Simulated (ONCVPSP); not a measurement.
## LDA (Perdew-Zunger) ONCV dataset for tungsten (W), scalar-relativistic all-electron reference.

Input for ONCVPSP 4.0.1:

```
# ATOM AND REFERENCE CONFIGURATION
# atsym  z   nc   nv     iexc    psfile
  W 74.00    9    4        3      upf
#
#   n    l    f
    1    0    2.00
    2    0    2.00
    2    1    6.00
    3    0    2.00
    3    1    6.00
    3    2   10.00
    4    0    2.00
    4    1    6.00
    4    2   10.00
    4    3   14.00
    5    0    2.00
    5    1    6.00
    5    2    4.00
#
# PSEUDOPOTENTIAL AND OPTIMIZATION
# lmax
    3
#
#   l,   rc,      ep,       ncon, nbas, qcut
    0    1.20    0.00    4    8    6.10
    1    1.55    0.00    4    8    8.80
    2    1.80    0.00    3    7    5.40
    3    0.80    0.00    3    6   24.50
#
# LOCAL POTENTIAL
# lloc, lpopt,  rc(5),   dvloc0
    4    5    0.55   -1.00
#
# VANDERBILT-KLEINMAN-BYLANDER PROJECTORs
# l, nproj, debl
    0    2    3.40
    1    1    1.80
    2    2    3.90
    3    1    1.20
#
# MODEL CORE CHARGE
# icmod, fcfact, rcfact
    0    0.00    0.00
#
# LOG DERIVATIVE ANALYSIS
# epsh1, epsh2, depsh
   -5.00    5.00    0.04
#
# OUTPUT GRID
# rlmax, drl
    6.00    0.01
#
# TEST CONFIGURATIONS
# ncnf
    4
# nvcnf
#   n    l    f
    5
    4    3   14.00
    5    0    2.00
    5    1    6.00
    5    2    4.00
    6    0    2.00
#
    5
    4    3   14.00
    5    0    2.00
    5    1    6.00
    5    2    4.00
    6    0    1.00
#
    4
    4    3   14.00
    5    0    2.00
    5    1    6.00
    5    2    3.00
#
    5
    4    3   14.00
    5    0    1.00
    5    1    6.00
    5    2    4.00
    6    0    2.00
#
```

Command:

```bash
oncvpsp.x < W.dat > W.out
```

Resulting log (shortened: citation, most of the input echo, consistency checks and plot data are left out):

```
ONCVPSP  (Optimized Norm-Conservinng Vanderbilt PSeudopotential)
scalar-relativistic version 4.0.1

#   n    l    f        energy (Ha)
    1    0    2.00    -2.5524644E+03
    2    0    2.00    -4.4108656E+02
    2    1    6.00    -3.8595921E+02
    3    0    2.00    -1.0202612E+02
    3    1    6.00    -8.5704144E+01
    3    2   10.00    -6.6901868E+01
    4    0    2.00    -2.1496715E+01
    4    1    6.00    -1.6140628E+01
    4    2   10.00    -9.3525267E+00
    4    3   14.00    -1.8261758E+00
    5    0    2.00    -3.5096370E+00
    5    1    6.00    -2.1897133E+00
    5    2    4.00    -7.4226033E-01

Reference configufation results
  iterations    29
  all-electron total energy (Ha)   -1.61321774D+04

Begin loop to  construct optimized pseudo wave functions
and semi-local pseudopoentials for all angular momenta

WARNING wellstate: negative energy specified for n= 6 l=  0
WARNING scattering state with energy  0.25000000
WARNING will be used for the first projector

   Wellstate for l =  0  n =  7
     eigenvalue =   0.2500
     asymptotic potential =   0.7500
     half-point radius =  3.6589

Calculating optimized projector #   1

 for l=   0

    Fraction of norm inside rc  0.683852
    Optimizing pswf for qcut=   6.09 a_B^-1,  ecut=  18.57 Ha
    Residual kinetic energy error=  1.50D-02 Ha

    Energy error per electron        Cutoff
         Ha          eV             Ha
         0.01000     0.27211       20.86
         0.00100     0.02721      105.82
         0.00010     0.00272      126.69
         0.00001     0.00027      173.34

Calculating optimized projector #   2

 for l=   0

    Fraction of norm inside rc  0.028977
    Optimizing pswf for qcut=   6.09 a_B^-1,  ecut=  18.57 Ha
    Residual kinetic energy error=  3.34D-03 Ha

    Energy error per electron        Cutoff
         Ha          eV             Ha
         0.01000     0.27211       15.31
         0.00100     0.02721       24.19
         0.00010     0.00272       68.51
         0.00001     0.00027      118.41

Calculating optimized projector #   1

 for l=   1

    Fraction of norm inside rc  0.785865
    Optimizing pswf for qcut=   8.80 a_B^-1,  ecut=  38.75 Ha
    Residual kinetic energy error=  1.88D-06 Ha

    Energy error per electron        Cutoff
         Ha          eV             Ha
         0.01000     0.27211       19.63
         0.00100     0.02721       26.92
         0.00010     0.00272       32.14
         0.00001     0.00027       35.82

   Wellstate for l =  2  n =  8
     eigenvalue =   3.1577
     asymptotic potential =   3.6577
     half-point radius =  3.7007

Calculating optimized projector #   1

 for l=   2

    Fraction of norm inside rc  0.530566
    Optimizing pswf for qcut=   5.40 a_B^-1,  ecut=  14.59 Ha
    Residual kinetic energy error=  3.73D-04 Ha

    Energy error per electron        Cutoff
         Ha          eV             Ha
         0.01000     0.27211       10.40
         0.00100     0.02721       13.34
         0.00010     0.00272       23.79
         0.00001     0.00027       59.81

Calculating optimized projector #   2

 for l=   2

    Fraction of norm inside rc  0.066384
    Optimizing pswf for qcut=   5.40 a_B^-1,  ecut=  14.59 Ha
    Residual kinetic energy error=  2.07D-03 Ha

    Energy error per electron        Cutoff
         Ha          eV             Ha
         0.01000     0.27211       12.06
         0.00100     0.02721       15.91
         0.00010     0.00272       28.24
         0.00001     0.00027       67.93

Calculating optimized projector #   1

 for l=   3

    Fraction of norm inside rc  0.788939
    Optimizing pswf for qcut=  24.48 a_B^-1,  ecut= 299.54 Ha
    Residual kinetic energy error=  1.24D-06 Ha

    Energy error per electron        Cutoff
         Ha          eV             Ha
         0.01000     0.27211      188.97
         0.00100     0.02721      214.25
         0.00010     0.00272      233.88
         0.00001     0.00027      248.77

Construct Vanderbilt / Kleinmman-Bylander projectors

B matrix Hermiticity error, ll=   0
   1   2   -4.9716E-04

  Orthonormal projector coefficients  4.1916E+01  4.3206E+00

B matrix Hermiticity error, ll=   2
   1   2    2.8673E-04

  Orthonormal projector coefficients  1.9756E+01  2.0376E+00

Pseudoatom total energy -364.407759

Diagnostic tests using Vanderbilt-Kleinman-Bylander pseudopotentials
  1 or more projectors used as specified by nproj input data

   l    rcore       rmatch      e in        delta e   norm test  slope test

   0   1.2029770   1.2395020  -3.5096370  -0.0000370   1.0002102   1.0002416
   0   1.2029770   1.2395020   0.2500000   0.0000079   1.0006914   1.0006914

   1   1.5558599   1.6030992  -2.1897133  -0.0000102   0.9999944   1.0000108

   2   1.8068413   1.8617009  -0.7422603  -0.0000336   1.0000345   0.9998880
   2   1.8068413   1.8617009   3.1577397   0.0000375   1.0006215   1.0006215

   3   0.8009301   0.8252481  -1.8261758   0.0000283   1.0000151   0.9999836

 Testing for bound ghosts
   n   l    E NL Schr. Eq   E Basis Diag.   E Cutoff

       0                      -40.223022    181.22  WARNING - GHOST(-)
   1   0       -3.509674       -3.509555    181.22

       1                      -22.352423     92.11  WARNING - GHOST(-)
   2   1       -2.189724       -2.189685     92.11

   3   2       -0.742294       -0.740221     78.91

   4   3       -1.826148       -1.821830    231.14

 Testing for highly-localized positive-energy ghosts
       l    <radius>/rc     E Basis Diag.   E Cutoff

       2        0.247824        4.409217     78.91  WARNING - GHOST(+)

Test configuration 0

   n   l     f        eae           eps        diff
   1   0  2.0000-2552.46443758
   2   0  2.0000 -441.08655850
   2   1  6.0000 -385.95921043
   3   0  2.0000 -102.02611666
   3   1  6.0000  -85.70414416
   3   2 10.0000  -66.90186768
   4   0  2.0000  -21.49671512
   4   1  6.0000  -16.14062832
   4   2 10.0000   -9.35252673
   4   3 14.0000   -1.82617581   -1.82614753    2.83D-05
   5   0  2.0000   -3.50963703   -3.50967400   -3.70D-05
   5   1  6.0000   -2.18971335   -2.18972354   -1.02D-05
   5   2  4.0000   -0.74226033   -0.74229391   -3.36D-05

    Total energies and differences
      AE_ref= -1.61321774D+04  AE_tst= -1.61321774D+04  dif=  0.00D+00
      PS_ref= -3.64407759D+02  PS_tst= -3.64407759D+02  dif=  1.71D-12
      PSP excitation error= -1.71D-12

Test configuration 1

   n   l     f        eae           eps        diff
   1   0  2.0000-2551.86324920
   2   0  2.0000 -440.48989528
   2   1  6.0000 -385.36237176
   3   0  2.0000 -101.42933806
   3   1  6.0000  -85.10736067
   3   2 10.0000  -66.30536154
   4   0  2.0000  -20.89979180
   4   1  6.0000  -15.54374871
   4   2 10.0000   -8.75585021
   4   3 14.0000   -1.22980062   -1.22678492    3.02D-03
   5   0  2.0000   -2.91403494   -2.91364257    3.92D-04
   5   1  6.0000   -1.59427995   -1.59412964    1.50D-04
   5   2  4.0000   -0.17203826   -0.17211327   -7.50D-05
   6   0  2.0000   -0.21722701   -0.21718915    3.79D-05

    Total energies and differences
      AE_ref= -1.61321774D+04  AE_tst= -1.61331020D+04  dif= -9.25D-01
      PS_ref= -3.64407759D+02  PS_tst= -3.65332618D+02  dif= -9.25D-01
      PSP excitation error=  2.48D-04

Test configuration 2

   n   l     f        eae           eps        diff
   1   0  2.0000-2552.14325444
   2   0  2.0000 -440.76798525
   2   1  6.0000 -385.64053161
   3   0  2.0000 -101.70763227
   3   1  6.0000  -85.38565591
   3   2 10.0000  -66.58351618
   4   0  2.0000  -21.17817381
   4   1  6.0000  -15.82210868
   4   2 10.0000   -9.03412156
   4   3 14.0000   -1.50800804   -1.50636208    1.65D-03
   5   0  2.0000   -3.19222844   -3.19203631    1.92D-04
   5   1  6.0000   -1.87287653   -1.87279974    7.68D-05
   5   2  4.0000   -0.44089052   -0.44094850   -5.80D-05
   6   0  1.0000   -0.45886951   -0.45883993    2.96D-05

    Total energies and differences
      AE_ref= -1.61321774D+04  AE_tst= -1.61327663D+04  dif= -5.89D-01
      PS_ref= -3.64407759D+02  PS_tst= -3.64996889D+02  dif= -5.89D-01
      PSP excitation error=  1.68D-04

Test configuration 3

   n   l     f        eae           eps        diff
   1   0  2.0000-2552.94344817
   2   0  2.0000 -441.56732424
   2   1  6.0000 -386.43998550
   3   0  2.0000 -102.50385318
   3   1  6.0000  -86.18189890
   3   2 10.0000  -67.38017539
   4   0  2.0000  -21.97405791
   4   1  6.0000  -16.61807914
   4   2 10.0000   -9.83012672
   4   3 14.0000   -2.30261833   -2.29916855    3.45D-03
   5   0  2.0000   -3.98003909   -3.97942627    6.13D-04
   5   1  6.0000   -2.65016721   -2.64990433    2.63D-04
   5   2  3.0000   -1.15525413   -1.15523665    1.75D-05

    Total energies and differences
      AE_ref= -1.61321774D+04  AE_tst= -1.61312328D+04  dif=  9.45D-01
      PS_ref= -3.64407759D+02  PS_tst= -3.63462954D+02  dif=  9.45D-01
      PSP excitation error= -1.71D-04

Test configuration 4

   n   l     f        eae           eps        diff
   1   0  2.0000-2552.43374517
   2   0  2.0000 -441.03982378
   2   1  6.0000 -385.91353257
   3   0  2.0000 -101.96898791
   3   1  6.0000  -85.64715647
   3   2 10.0000  -66.84540525
   4   0  2.0000  -21.44180283
   4   1  6.0000  -16.08613059
   4   2 10.0000   -9.29737773
   4   3 14.0000   -1.76279382   -1.76284693   -5.31D-05
   5   0  1.0000   -3.40396756   -3.40387421    9.34D-05
   5   1  6.0000   -2.05744993   -2.05790221   -4.52D-04
   5   2  4.0000   -0.55266266   -0.55213033    5.32D-04
   6   0  2.0000   -0.50500172   -0.50511906   -1.17D-04

    Total energies and differences
      AE_ref= -1.61321774D+04  AE_tst= -1.61299527D+04  dif=  2.22D+00
      PS_ref= -3.64407759D+02  PS_tst= -3.62181290D+02  dif=  2.23D+00
      PSP excitation error= -1.76D-03
```

Note: ghosts flagged at negative energy: s at -1094.5 eV, p at -608.2 eV; GHOST(+) flagged for d at 120.0 eV. A true bound ghost makes a file unfit for plane-wave use.

The run took about 5.8 s on one core of a shared server CPU.
